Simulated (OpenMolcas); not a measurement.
A calculation on Sb2+.

| Item | Value |
| --- | --- |
| Program | OpenMolcas |
| Method | CASSCF |
| Basis | ANO-RCC-VTZP [7s6p4d2f1g] |
| Scalar Hamiltonian | DKH2, point nucleus |
| Active space | 1 electron in 3 orbitals (5p) |
| State averaging | 2S+1 = 2 odd, 3 roots |
| Spin-orbit coupling | RASSI with atomic mean-field integrals over the reference wave functions, term energies averaged over their components |

Question: Which level of the active space comes out lowest?

Answer: 5s² 5p ²P°_1/2, with 100 % of that term; it is also the measured ground level.

Question: How high does 5s² 5p ²P°_3/2 lie?

Answer: 5873 cm⁻¹ above the lowest level; measured 6576 cm⁻¹ above the ground level, so the calculation is off by -11 %.

Measured values: Moore, Atomic Energy Levels, vol. III, NSRDS-NBS 35 (1971 reprint of NBS Circular 467, 1958).

With one active electron the reference holds no correlation, so core polarisation is missing. Computed and measured levels are paired by configuration, term and J; levels that our copy of the source lacks, or whose pairing is in doubt (as where it misses far off the trend of its configuration), stay unpaired and out of the deviations. Only configurations of the active space appear.

° marks odd parity.
